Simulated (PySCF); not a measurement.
C5H8O, SMILES C1(O)CC=CC1.

Coordinates come from a B3LYP-D3(BJ)/def2-SVP optimisation. Other conformers were not sampled.

Vertical ionisation energy (IE) and electron affinity (EA) in eV. Rows of orbital energies are one-electron estimates. Where ΔSCF, EOM or ADC give a negative EA the extra electron is unbound and the value depends on the basis.

```csv
level,IE,EA
"−ε(HOMO), −ε(LUMO), B3LYP/def2-TZVP (PySCF)",6.98,0.00
"−ε(HOMO), −ε(LUMO), PBE/def2-TZVP (PySCF)",6.06,0.78
```
